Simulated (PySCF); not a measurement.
Isomers of C3H10OSi, one GFN2-xTB conformer each. Single-point energies are computed at PBE0/pcSseg-1 (PySCF, gas phase, no added dispersion term), electronic only.

```json
{"SMILES": "C[Si](C)(C)O", "GFN2-xTB relative energy (kcal/mol)": "20.4"}
{"SMILES": "CC(C)[SiH2]O", "GFN2-xTB relative energy (kcal/mol)": "9.1"}
{"SMILES": "CC(C)O[SiH3]", "GFN2-xTB relative energy (kcal/mol)": "0.0"}
{"SMILES": "CCCO[SiH3]", "GFN2-xTB relative energy (kcal/mol)": "3.4"}
```

Conformers: `[CH3:1][CH:2]([CH3:3])[SiH2:4][OH:5]` with C1–C2–Si4–O5 56°, C2–Si4–O5–H 51°; `[CH3:1][CH:2]([CH3:3])[O:4][SiH3:5]` with C1–C2–O4–Si5 65°; `[CH3:1][CH2:2][CH2:3][O:4][SiH3:5]` with C1–C2–C3–O4 180°, C2–C3–O4–Si5 180°.

What does PBE0/pcSseg-1 give for the same structures?

| SMILES | PBE0/pcSseg-1 E (Eh) | PBE0/pcSseg-1 (kcal/mol) | GFN2-xTB (kcal/mol) | point group |
| --- | --- | --- | --- | --- |
| C[Si](C)(C)O | -484.74764 | 0.0 | 20.4 | Cs |
| CC(C)[SiH2]O | -484.70639 | 25.9 | 9.1 | C1 |
| CC(C)O[SiH3] | -484.68641 | 38.4 | 0.0 | C1 |
| CCCO[SiH3] | -484.68201 | 41.2 | 3.4 | Cs |

GFN2-xTB puts CC(C)O[SiH3] lowest instead; measured from each level's own lowest isomer, the values differ by up to 38.4 kcal/mol (CC(C)O[SiH3]: 0.0 against 38.4). As drawn, the lowest has an O–H bond and an Si–C bond, which the highest lacks.

Which frontier levels, dipoles and rotational constants go with these structures?

| SMILES | HOMO (eV, PBE0/pcSseg-1) | LUMO (eV) | dipole (D) | A, B, C (MHz) |
| --- | --- | --- | --- | --- |
| C[Si](C)(C)O | -7.97 | 1.02 | 1.32 | 3359, 3275, 3018 |
| CC(C)[SiH2]O | -7.82 | 0.71 | 1.76 | 6269, 2508, 1975 |
| CC(C)O[SiH3] | -7.99 | 0.57 | 1.18 | 7528, 2296, 1897 |
| CCCO[SiH3] | -8.01 | 0.51 | 1.06 | 19515, 1399, 1358 |
